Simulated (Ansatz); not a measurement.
Single points on Tl₂Br.

```yaml
crystal:
  periodic: [false, false, false]
  atoms:
    - {symbol: Tl, position_ang: [-1.902434, 0.143743, -0.079079]}
    - {symbol: Tl, position_ang: [1.183499, -0.408385, 1.441740]}
    - {symbol: Br, position_ang: [0.718935, 0.264642, -1.362651]}
basis:
  gaussian: {orbitals: def2-TZVP, initial_orbitals: start.molden}
magnetization: {spin_polarized: true, initial_magnetization: 1}
hamiltonian: {xc: pbe, dispersion: d4}
scf: {omitted_lower_state_checks: [starts]}
output: {forces: true, orbitals: {seedname: orbitals}}
```

The file start.molden holds the orbitals of an earlier run on this structure, at another level or in another basis.

```sh
$ ansatz run in.yaml --threads 4 --pin off --events-out ev --progress --plain --max-ram 3916MiB
```

Output, abridged:

```
Functional definition: PBE
1154 factors; their error is unknown
mean field evaluation 1: about -79429.5689 eV, gradient 7.3e0 eV
mean field evaluation 2: about -79429.6665 eV, gradient 1.2e-1 eV
mean field evaluation 4: about -79429.6435 eV, gradient 6.7e-4 eV
mean field evaluation 8: about -79429.6435 eV, gradient 1.0e-5 eV
mean field -79429.64348006 eV, -2918.9855585462 hartree, gradient 2.8e-5 eV, S^2 0.751553; 0 other end points of the search recorded, 0 dependent functions left out
reference -79429.64353032 eV, -2918.9855603931 hartree; 39, 38 occupied and 109, 110 virtual orbitals, 1154 factors
Total energy: -79429.78466080 eV, -2918.9907468428 hartree
Atom 0 at    -1.902434     0.143743    -0.079079 Å, force     0.007690     0.000505    -0.004421 eV/Å
Atom 1 at     1.183499    -0.408385     1.441740 Å, force    -0.000793     0.001995    -0.008483 eV/Å
Atom 2 at     0.718935     0.264642    -1.362651 Å, force    -0.006897    -0.002500     0.012904 eV/Å
Dipole moment:    -0.307484    -0.113181     0.582779 e Å
Checks for a lower state left out: starts
```

It took 5 s on 4 threads of Intel Xeon on a shared host.

As the first input, with `gaussian: {orbitals: def2-SVP, initial_orbitals: start.molden}`, `correlation: {method: ccsd_t}`, `scf: {omitted_lower_state_checks: [starts, cluster_reference]}`, `output: {orbitals: {seedname: orbitals}}` and without the key `hamiltonian` (abridged; 13 s):

```
Functional definition: HF
mean field -79327.59539287 eV, -2915.2353605128 hartree, gradient 2.7e-6 eV, S^2 0.768802
17 core orbitals not correlated: weight in the atoms' cores, before any rotation towards them, 1.000 or more for the frozen orbitals, at most 0.000 for the correlated occupied ones
second order -9.79568803 eV of doubles, -0.00000000 eV of singles
cycle   1  -10.05219484 eV  change   -2.6e-1 eV  update   9.1e-2
cycle   2  -10.37087496 eV  change   -3.2e-1 eV  update   3.0e-2
cycle   3  -10.41815929 eV  change   -4.7e-2 eV  update   1.6e-2
cycle   4  -10.41166699 eV  change    6.5e-3 eV  update   4.8e-3
cycle   5  -10.41358768 eV  change   -1.9e-3 eV  update   2.4e-3
cycle   6  -10.41314064 eV  change    4.5e-4 eV  update   1.1e-3
cycle   7  -10.41290604 eV  change    2.3e-4 eV  update   5.4e-4
cycle   8  -10.41312577 eV  change   -2.2e-4 eV  update   2.5e-4
cycle   9  -10.41316386 eV  change   -3.8e-5 eV  update   8.7e-5
cycle  10  -10.41313943 eV  change    2.4e-5 eV  update   3.1e-5
perturbative correction -0.30746345 eV, -0.0112990733 hartree
Total energy: -79338.31599575 eV, -2915.6293354019 hartree
Checks for a lower state left out: starts, cluster_reference
```

The first input with `hamiltonian: {xc: {name: LC-wPBE}}`, `output: {orbitals: {seedname: orbitals}}` (abridged; 10 s):

```
Functional definition: LC-wPBE
mean field -79429.21492673 eV, -2918.9698095017 hartree, gradient 2.1e-5 eV, S^2 0.761433
Total energy: -79429.21492674 eV, -2918.9698095020 hartree
Checks for a lower state left out: starts
```

As the first input, with `gaussian: {orbitals: def2-TZVPD, initial_orbitals: start.molden}`, `output: {orbitals: {seedname: orbitals}}` (abridged; 6 s):

```
Functional definition: PBE
mean field -79429.66009900 eV, -2918.9861692809 hartree, gradient 1.6e-5 eV, S^2 0.751568
Total energy: -79429.80128565 eV, -2918.9913577945 hartree
Checks for a lower state left out: starts
```

As the first input, with `hamiltonian: {xc: pbe0, dispersion: d4}`, `output: {orbitals: {seedname: orbitals}}` (abridged; 8.6 s):

```
Functional definition: PBE0
mean field -79429.95560740 eV, -2918.9970290144 hartree, gradient 1.9e-5 eV, S^2 0.753251
Total energy: -79430.07651805 eV, -2919.0014723986 hartree
Checks for a lower state left out: starts
```

As the first input, with `gaussian: {orbitals: def2-SVP, initial_orbitals: start.molden}`, `output: {orbitals: {seedname: orbitals}}` (abridged; 2.5 s):

```
Functional definition: PBE
mean field -79420.85560847 eV, -2918.6626102218 hartree, gradient 6.8e-6 eV, S^2 0.751486
Total energy: -79420.99677860 eV, -2918.6677981285 hartree
Checks for a lower state left out: starts
```

First input, but with `gaussian: {orbitals: def2-TZVPD, initial_orbitals: start.molden}`, `hamiltonian: {xc: r2scan, dispersion: d4}`, `output: {orbitals: {seedname: orbitals}}` (abridged; 12 s):

```
Functional definition: r2SCAN
mean field -79442.13764125 eV, -2919.4447105011 hartree, gradient 1.4e-5 eV, S^2 0.756562
Total energy: -79442.16030300 eV, -2919.4455433050 hartree
Checks for a lower state left out: starts
```

Geometry: PBE-D4/def2-TZVP.

In the def2 sets Tl takes a core potential; there is no spin–orbit coupling. LC-ωPBE has ω = 0.4 bohr⁻¹. Correlated methods freeze 17 core orbitals; core or outer-core shells of Tl, Br are correlated, in sets that lack core-valence functions. The structure comes from a short search, and lower isomers may exist.
